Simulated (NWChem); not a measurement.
System: C$_{4}$H$_{9}$O, doublet; SMILES CC(C)(C)[O]

Parts of the log:

```
             Northwest Computational Chemistry Package (NWChem) 7.3.0
             --------------------------------------------------------

 CS  symmetry detected

                             Geometry "geometry" -> ""
                             -------------------------

 Output coordinates in angstroms (scale by  1.889725989 to convert to a.u.)

  No.       Tag          Charge          X              Y              Z
 ---- ---------------- ---------- -------------- -------------- --------------
    1 C                    6.0000     1.31096019    -0.71470973     0.00000000
    2 C                    6.0000    -0.01552038     0.08310905     0.00000000
    3 C                    6.0000    -0.81645893    -0.22941110     1.26872800
    4 C                    6.0000    -0.81645893    -0.22941110    -1.26872800
    5 O                    8.0000     0.40846825     1.38577983     0.00000000
    6 H                    1.0000     1.07459221    -1.78926610     0.00000000
    7 H                    1.0000     1.90343494    -0.47679858    -0.89440600
    8 H                    1.0000     1.90343494    -0.47679858     0.89440600
    9 H                    1.0000    -1.10935194    -1.28977178     1.30762000
   10 H                    1.0000    -1.73242093     0.38007298     1.29635100
   11 H                    1.0000    -0.22039703     0.00927976     2.16143900
   12 H                    1.0000    -0.22039703     0.00927976    -2.16143900
   13 H                    1.0000    -1.10935194    -1.28977178    -1.30762000
   14 H                    1.0000    -1.73242093     0.38007298    -1.29635100

 Effective nuclear repulsion energy (a.u.)     189.4027837920

      Symmetry information
      --------------------

 Group name             Cs
 Group number              2
 Group order               2
 No. of unique centers     9

  xc_inp: hfexch multiplicative factor not found.

                                 NWChem DFT Module
                                 -----------------

 Summary of "ao basis" -> "ao basis" (spherical)
 ------------------------------------------------------------------------------
       Tag                 Description            Shells   Functions and Types
 ---------------- ------------------------------  ------  ---------------------
 C                          def2-svp                 6       14   3s2p1d
 O                          def2-svp                 6       14   3s2p1d
 H                          def2-svp                 3        5   2s1p

      Symmetry analysis of basis
      --------------------------

        a'         68
        a"         47

            General Information
            -------------------
          SCF calculation type: DFT
          Wavefunction type:  spin polarized.
          No. of atoms     :    14
          No. of electrons :    41
           Alpha electrons :    21
            Beta electrons :    20
          Charge           :     0
          Spin multiplicity:     2
          Use of symmetry is: on ; symmetry adaption is: on
          Maximum number of iterations: 150
          AO basis - number of functions:   115
                     number of shells:    57
          Convergence on energy requested:  1.00D-06
          Convergence on density requested:  1.00D-05
          Convergence on gradient requested:  5.00D-04

              XC Information
              --------------
                     Hartree-Fock (Exact) Exchange  1.000

      Superposition of Atomic Density Guess
      -------------------------------------

 Sum of atomic energies:        -229.68390706

      Non-variational initial energy
      ------------------------------

 Total energy =    -232.680758
 1-e energy   =    -684.713070
 2-e energy   =     262.629528
 HOMO         =      -0.320849
 LUMO         =       0.091557

   Symmetry analysis of molecular orbitals - initial alpha
   -------------------------------------------------------

  Numbering of irreducible representations:

     1 a'          2 a"

  Orbital symmetries:

     1 a'          2 a'          3 a"          4 a'          5 a'
     6 a'          7 a'          8 a"          9 a'         10 a'
    11 a'         12 a"         13 a'         14 a'         15 a"
    16 a'         17 a"         18 a"         19 a'         20 a"
    21 a'         22 a'         23 a'         24 a"         25 a'
    26 a"         27 a'         28 a"         29 a'         30 a'
    31 a"

   Symmetry analysis of molecular orbitals - initial beta
   ------------------------------------------------------

  Numbering of irreducible representations:

     1 a'          2 a"

  Orbital symmetries:

     1 a'          2 a'          3 a"          4 a'          5 a'
     6 a'          7 a'          8 a"          9 a'         10 a'
    11 a'         12 a"         13 a'         14 a'         15 a"
    16 a'         17 a"         18 a"         19 a'         20 a"
    21 a'         22 a'         23 a'         24 a"         25 a'
    26 a"         27 a'         28 a"         29 a'         30 a'
    31 a"

     ---------------------------------------------
      Total Density - Mulliken Population Analysis
     ---------------------------------------------

    Atom       Charge   Shell Charges
 -----------   ------   -------------------------------------------------------
    1 C    6     6.03   1.99  0.96  0.19  1.92  0.95  0.02
    2 C    6     5.86   1.99  0.92  0.32  1.65  0.90  0.08
    3 C    6     6.18   1.99  0.97  0.17  2.05  0.99  0.02
    4 C    6     6.18   1.99  0.97  0.17  2.05  0.99  0.02
    5 O    8     8.71   1.99  1.14  0.75  2.93  1.90  0.01
    6 H    1     0.88   0.65  0.20  0.02
    7 H    1     0.90   0.67  0.20  0.02
    8 H    1     0.90   0.67  0.20  0.02
    9 H    1     0.90   0.67  0.21  0.02
   10 H    1     0.88   0.66  0.20  0.02
   11 H    1     0.90   0.67  0.21  0.02
   12 H    1     0.90   0.67  0.21  0.02
   13 H    1     0.90   0.67  0.21  0.02
   14 H    1     0.88   0.66  0.20  0.02

     --------------------------------------------
      Spin Density - Mulliken Population Analysis
     --------------------------------------------

    Atom       Charge   Shell Charges
 -----------   ------   -------------------------------------------------------
    1 C    6     0.22   0.00  0.02 -0.01  0.16  0.06  0.00
    2 C    6     0.12   0.00  0.00  0.00  0.10  0.01  0.01
    3 C    6     0.05   0.00  0.00 -0.00  0.03  0.01  0.00
    4 C    6     0.05   0.00  0.00 -0.00  0.03  0.01  0.00
    5 O    8     0.45   0.00  0.00 -0.00  0.28  0.17 -0.00
    6 H    1     0.04   0.02  0.02  0.00
    7 H    1     0.01   0.00  0.00  0.00
    8 H    1     0.01   0.00  0.00  0.00
    9 H    1     0.00   0.00  0.00  0.00
   10 H    1     0.02   0.01  0.01  0.00
   11 H    1     0.00   0.00  0.00  0.00
   12 H    1     0.00   0.00  0.00  0.00
   13 H    1     0.00   0.00  0.00  0.00
   14 H    1     0.02   0.01  0.01  0.00

   convergence    iter        energy       DeltaE   RMS-Dens  Diis-err
 ---------------- ----- ----------------- --------- --------- ---------
 d= 0,ls=0.0,diis     1   -231.1785638461 -4.21D+02  3.42D-03  1.55D-01
                                                     4.36D-03  2.29D-01
 d= 0,ls=0.0,diis     2   -231.2905997919 -1.12D-01  2.48D-03  1.41D-01
                                                     2.05D-03  9.16D-02
 d= 0,ls=0.0,diis     3   -231.3420031514 -5.14D-02  1.24D-03  4.96D-03
                                                     1.40D-03  1.19D-02
 d= 0,ls=0.0,diis     4   -231.3593925576 -1.74D-02  5.47D-04  1.11D-03
                                                     7.39D-04  2.60D-03
 d= 0,ls=0.0,diis     5   -231.3635838497 -4.19D-03  1.56D-04  1.46D-04
                                                     2.73D-04  3.61D-04
  Resetting Diis
 d= 0,ls=0.0,diis     6   -231.3640667436 -4.83D-04  6.06D-05  2.93D-05
                                                     1.08D-04  4.56D-05
 d= 0,ls=0.0,diis     7   -231.3641292222 -6.25D-05  2.14D-05  5.85D-06
                                                     2.94D-05  1.04D-05
 d= 0,ls=0.0,diis     8   -231.3641416300 -1.24D-05  2.45D-05  1.78D-06
                                                     4.35D-05  6.34D-06
 d= 0,ls=0.0,diis     9   -231.3641531186 -1.15D-05  1.85D-05  7.87D-07
                                                     2.92D-05  1.77D-06
 d= 0,ls=0.0,diis    10   -231.3641572270 -4.11D-06  6.72D-06  1.04D-07
                                                     1.66D-05  4.60D-07
 d= 0,ls=0.0,diis    11   -231.3641583373 -1.11D-06  2.60D-06  2.01D-08
                                                     6.07D-06  6.21D-08
 d= 0,ls=0.0,diis    12   -231.3641584816 -1.44D-07  1.18D-06  5.19D-09
                                                     1.84D-06  7.69D-09

         Total DFT energy =     -231.364158481649
      One electron energy =     -688.865311759342
           Coulomb energy =      300.257848172092
    Exchange-Corr. energy =      -32.159478686443
 Nuclear repulsion energy =      189.402783792044

 Numeric. integr. density =        0.000000000000

                  Occupations of the irreducible representations
                  ----------------------------------------------

                     irrep           alpha         beta
                     --------     --------     --------
                     a'               14.0         13.0
                     a"                7.0          7.0

                    DFT Final Alpha Molecular Orbital Analysis
                    ------------------------------------------

 Vector   19  Occ=1.000000D+00  E=-5.205950D-01  Symmetry=a"
              MO Center= -4.7D-01, -6.5D-02,  3.4D-14, r^2= 3.8D+00
   Bfn.  Coefficient  Atom+Function         Bfn.  Coefficient  Atom+Function
  ----- ------------  ---------------      ----- ------------  ---------------
    62      0.287747   5 O  pz               96     -0.234425  11 H  s
   101      0.234425  12 H  s                65      0.209548   5 O  pz
    86      0.191004   9 H  s               106     -0.191004  13 H  s
    34     -0.184801   3 C  pz               48     -0.184801   4 C  pz
    33     -0.178686   3 C  py               47      0.178686   4 C  py

 Vector   20  Occ=1.000000D+00  E=-4.615278D-01  Symmetry=a'
              MO Center=  1.2D-01, -5.4D-02,  3.1D-15, r^2= 2.9D+00
   Bfn.  Coefficient  Atom+Function         Bfn.  Coefficient  Atom+Function
  ----- ------------  ---------------      ----- ------------  ---------------
    18      0.334000   2 C  px                4     -0.298489   1 C  px
    60     -0.235609   5 O  px                5      0.191201   1 C  py
    63     -0.191496   5 O  px               32     -0.178706   3 C  px
    46     -0.178706   4 C  px                7     -0.167230   1 C  px
    21      0.160002   2 C  px               91      0.154441  10 H  s

 Vector   21  Occ=1.000000D+00  E=-4.477374D-01  Symmetry=a"
              MO Center= -1.2D-01,  3.3D-01,  1.7D-15, r^2= 2.6D+00
   Bfn.  Coefficient  Atom+Function         Bfn.  Coefficient  Atom+Function
  ----- ------------  ---------------      ----- ------------  ---------------
    62      0.398394   5 O  pz               20     -0.322640   2 C  pz
    65      0.322712   5 O  pz               34      0.249983   3 C  pz
    48      0.249983   4 C  pz               37      0.139500   3 C  pz
    51      0.139500   4 C  pz               23     -0.132713   2 C  pz
    32     -0.110322   3 C  px               46      0.110322   4 C  px

 Vector   22  Occ=0.000000D+00  E= 1.648434D-01  Symmetry=a'
              MO Center= -2.6D-01, -8.2D-01, -8.7D-14, r^2= 7.8D+00
   Bfn.  Coefficient  Atom+Function         Bfn.  Coefficient  Atom+Function
  ----- ------------  ---------------      ----- ------------  ---------------
    31      1.624791   3 C  s                45      1.624791   4 C  s
     3      1.565301   1 C  s                72     -0.785785   6 H  s
    87     -0.786343   9 H  s               107     -0.786343  13 H  s
    92     -0.655956  10 H  s               112     -0.655956  14 H  s
    77     -0.618375   7 H  s                82     -0.618375   8 H  s

 Vector   23  Occ=0.000000D+00  E= 2.194626D-01  Symmetry=a'
              MO Center= -8.6D-02, -9.1D-01, -8.8D-14, r^2= 7.1D+00
   Bfn.  Coefficient  Atom+Function         Bfn.  Coefficient  Atom+Function
  ----- ------------  ---------------      ----- ------------  ---------------
    87      0.964907   9 H  s               107      0.964907  13 H  s
    72      0.801240   6 H  s                77     -0.750084   7 H  s
    82     -0.750084   8 H  s                36      0.721521   3 C  py
    50      0.721521   4 C  py                3      0.714790   1 C  s
     8      0.689108   1 C  py               97     -0.565925  11 H  s

 Vector   24  Occ=0.000000D+00  E= 2.287341D-01  Symmetry=a'
              MO Center= -1.2D-01, -1.8D-01, -4.0D-13, r^2= 9.1D+00
   Bfn.  Coefficient  Atom+Function         Bfn.  Coefficient  Atom+Function
  ----- ------------  ---------------      ----- ------------  ---------------
     3      2.429893   1 C  s                31     -1.224359   3 C  s
    45     -1.224359   4 C  s                92      1.131778  10 H  s
   112      1.131778  14 H  s                77     -1.060529   7 H  s
    82     -1.060529   8 H  s                72     -0.997839   6 H  s
    35      0.462881   3 C  px               49      0.462881   4 C  px

                     DFT Final Beta Molecular Orbital Analysis
                     -----------------------------------------

 Vector   18  Occ=1.000000D+00  E=-5.114454D-01  Symmetry=a"
              MO Center= -1.9D-01, -3.7D-02,  9.0D-15, r^2= 3.8D+00
   Bfn.  Coefficient  Atom+Function         Bfn.  Coefficient  Atom+Function
  ----- ------------  ---------------      ----- ------------  ---------------
    62      0.273545   5 O  pz               96     -0.212064  11 H  s
   101      0.212064  12 H  s                34     -0.210265   3 C  pz
    48     -0.210265   4 C  pz               65      0.201400   5 O  pz
    20      0.177151   2 C  pz               86      0.154297   9 H  s
   106     -0.154297  13 H  s                33     -0.150309   3 C  py

 Vector   19  Occ=1.000000D+00  E=-4.819850D-01  Symmetry=a'
              MO Center= -9.2D-02, -1.3D-01,  5.9D-16, r^2= 3.2D+00
   Bfn.  Coefficient  Atom+Function         Bfn.  Coefficient  Atom+Function
  ----- ------------  ---------------      ----- ------------  ---------------
    18     -0.313319   2 C  px                4      0.298829   1 C  px
    91     -0.203389  10 H  s               111     -0.203389  14 H  s
    32      0.189763   3 C  px               46      0.189763   4 C  px
    21     -0.174119   2 C  px                7      0.153806   1 C  px
    19      0.133570   2 C  py               35      0.117452   3 C  px

 Vector   20  Occ=1.000000D+00  E=-4.245199D-01  Symmetry=a"
              MO Center= -1.9D-02,  5.9D-01,  9.5D-16, r^2= 2.3D+00
   Bfn.  Coefficient  Atom+Function         Bfn.  Coefficient  Atom+Function
  ----- ------------  ---------------      ----- ------------  ---------------
    62      0.476262   5 O  pz               65      0.397792   5 O  pz
    20     -0.279263   2 C  pz               34      0.210519   3 C  pz
    48      0.210519   4 C  pz               31     -0.125658   3 C  s
    45      0.125658   4 C  s                37      0.121509   3 C  pz
    51      0.121509   4 C  pz               32     -0.110664   3 C  px

[...]
```

Level: UHF/def2-SVP. In the optimisation the excess spin sits in a' (Cs, its own frame). The radical's symmetric form is orbitally degenerate, so geometry and low modes hang on which distorted state is reached. Coordinates come from a PBE0/def2-SVP, spin-unrestricted optimisation. No stability test was run on the SCF state.

**Question.** Reconstruct the input file.

**Answer.** Several could match; the one computed here: the input that was run:
```
start job
memory heap 200 mb stack 900 mb global 1100 mb
geometry units angstroms noautoz
  C      1.342672    -0.664472     0.000000
  C     -0.018711     0.072211     0.000000
  C     -0.804612    -0.276402    -1.268728
  C     -0.804612    -0.276402     1.268728
  O      0.345611     1.392812     0.000000
  H      1.155405    -1.748664     0.000000
  H      1.923717    -0.399869     0.894406
  H      1.923717    -0.399869    -0.894406
  H     -1.048991    -1.348983    -1.307620
  H     -1.747338     0.290806    -1.296351
  H     -0.220019    -0.010857    -2.161439
  H     -0.220019    -0.010857     2.161439
  H     -1.048991    -1.348983     1.307620
  H     -1.747338     0.290806     1.296351
end
basis spherical
  * library def2-svp
end
dft
  odft
  mult 2
  xc hfexch
  iterations 150
  mulliken
end
task dft energy
```
